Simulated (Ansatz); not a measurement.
Two isomers of C3H9BSi: A = `BC(=C)[SiH2]C`, B = `CC1BC[SiH2]1`.

Calculated with Ansatz (gas phase, PBE0-D4/def2-TZVP geometries, no zero-point term in ΔE). CCSD(T)/CBS is the MP2 limit (def2-TZVPP, def2-QZVPP) plus CCSD(T) − MP2 in def2-TZVPP, frozen cores. DFT in def2-TZVPP. B3LYP here is the variant with VWN-RPA as its local correlation; programs differ in this. Each species was taken in one conformer, which may not be the lowest.

(1) Which is lower in electronic energy at CCSD(T)/CBS, and by how much? (Best estimate.)

(2) Give E(B) − E(A) in kcal/mol with LDA (SPW92), CCSD/def2-TZVPP, BLYP-D4, ωB97M-V, CCSD(T)/def2-SVP, HF/def2-TZVPP, B3LYP. (Best estimate.)

(3) Does the order hold for the free energy at 298.15 K (harmonic terms from PBE0-D4)? (Best estimate.)

Largest T1 diagnostic: 0.012.

Results:

(1) The calculation gave: B, by 9.9 kcal/mol.

(2) The calculation gave: LDA (SPW92) -22.8, CCSD/def2-TZVPP -8.6, BLYP-D4 -5.3, ωB97M-V -11.7, CCSD(T)/def2-SVP -10.3, HF/def2-TZVPP 1.2, B3LYP -6.5. The order is the other way round with HF/def2-TZVPP.

(3) Ansatz gave: Yes: G(B) − G(A) = -6.1 kcal/mol, for one conformer each.

In def2-TZVPP, CCSD(T) changes the Hartree–Fock value by −10.4 kcal/mol (the triples alone add −0.7 kcal/mol) and MP2 by −13.0 kcal/mol. From BLYP to BHLYP (50 % exact exchange), in def2-TZVPP and without D4, E(B) − E(A) moves by −1.6 kcal/mol.
